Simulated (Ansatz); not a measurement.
`C#C[S][GaH][F]` and `C#CS[SiH3]` differ in one atom or group.

Ansatz, PBE0-D4/def2-TZVP geometries, multiplicity 1. Each molecule was computed in one conformer, which needn't be the lowest.

Scalar relativity is left out up to krypton.

```json
{"property": "zero-point energy (PBE0-D4/def2-TZVP) / kJ/mol", "`C#C[S][GaH][F]`": "77.5"}
{"property": "HOMO energy (PBE/def2-TZVPP) / eV", "`C#C[S][GaH][F]`": "-6.10"}
{"property": "HOMO–LUMO gap (ωB97M-V/def2-TZVPP) / eV", "`C#C[S][GaH][F]`": "9.48"}
{"property": "LUMO energy (PBE0/def2-TZVPP) / eV", "`C#C[S][GaH][F]`": "-1.52"}
{"property": "LUMO energy (ωB97M-V/def2-TZVPP) / eV", "`C#C[S][GaH][F]`": "0.20"}
{"property": "HOMO–LUMO gap (PBE/def2-TZVPP) / eV", "`C#C[S][GaH][F]`": "3.82"}
```

Problem. Give the same properties after the change, and the shifts. (Best estimate.)

Solution. Computed: 
| property | `C#CS[SiH3]` | shift |
| --- | --- | --- |
| zero-point energy (PBE0-D4/def2-TZVP) / kJ/mol | 119.3 | 41.8 |
| HOMO energy (PBE/def2-TZVPP) / eV | -5.86 | 0.24 |
| HOMO–LUMO gap (ωB97M-V/def2-TZVPP) / eV | 10.55 | 1.07 |
| LUMO energy (PBE0/def2-TZVPP) / eV | -0.33 | 1.19 |
| LUMO energy (ωB97M-V/def2-TZVPP) / eV | 1.48 | 1.28 |
| HOMO–LUMO gap (PBE/def2-TZVPP) / eV | 4.62 | 0.80 |

With PBE0 the HOMO rises by 0.23 eV and the LUMO rises by 1.19 eV, so the gap widens by about 0.96 eV. PBE moves the HOMO by 0.24 eV and ωB97M-V by 0.21 eV. The zero-point energy changes by 41.8 kJ/mol with +3 modes.

Positive LUMOs are unbound, so they and the gaps depend on the basis.
